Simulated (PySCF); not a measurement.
Structure elucidation problem

An unknown has the formula C₃H₁₀F₂Si₃. Its calculated NMR data are:

$^{1}$H NMR (400 MHz, computed): δ 6.87 (m, 1H), 4.75 (m, 2H), 4.61 (m, 2H), 2.06 (m, 2H), 1.22 (t, 3H).

$^{13}$C{$^{1}$H} NMR (computed): δ 105.2, 37.7, 13.6.

Computational details: GFN2-xTB structure, shieldings: GIAO PBE0/pcSseg-1, in PySCF (no solvent model, non-relativistic Hamiltonian, equivalent nuclei averaged, single conformer).

Shifts are taken against calculated references (same method and geometry level): $^{1}$H (σref 31.72) and $^{13}$C (σref 186.93) vs TMS.

Task: Deduce the structure.

Result: 
The formula gives 1 degree of unsaturation (1 ring in the answer). 3 carbon signals for 3 carbons: no two carbons are equivalent. Carbon types of the structure: 1 × C, 1 × CH2, 1 × CH3, leaving 5 H on heteroatoms. δC 105.2: fully substituted sp3 carbon bonded to F and 2 Si; the inductive effect lowers its shielding. δC 37.7: sp3 CH2; saturated and bonded to C and H only. δC 13.6: methyl carbon; a saturated carbon with 1 carbon neighbour and no heteroatom attached. δH 6.87: hydrogen on a silicon bonded to F, 2 Si, in a 4-membered ring. δH 4.75, 4.61: hydrogen on a silicon bonded to C, Si, in a 4-membered ring. δH 2.06: hydrogen on an sp3 CH2. δH 1.22: hydrogen on a methyl carbon; far from electronegative atoms and π systems.

These data were computed for `CC[C@]1(F)[SiH2][Si@H](F)[SiH2]1`.

The data come from this structure; uniqueness wasn't tested.

Splittings by $^{19}$F in the carbon and heteronuclear signals aren't shown, as no couplings were computed. Shifts are as computed. Against solution values, carbons near 30 ppm lie about +3 ppm off and those near 130 ppm about +5 ppm. Of 1309 compounds with measured shifts, 239 miss one by over three times the rms of a fit or turn the order of signals round; such compounds aren't used in these exercises. No couplings were computed; multiplicities are counted from neighbouring protons, with m where these are inequivalent, close in shift, in a saturated or five-membered ring or joined by F or P, and br s for small geminal =CH2 splittings.
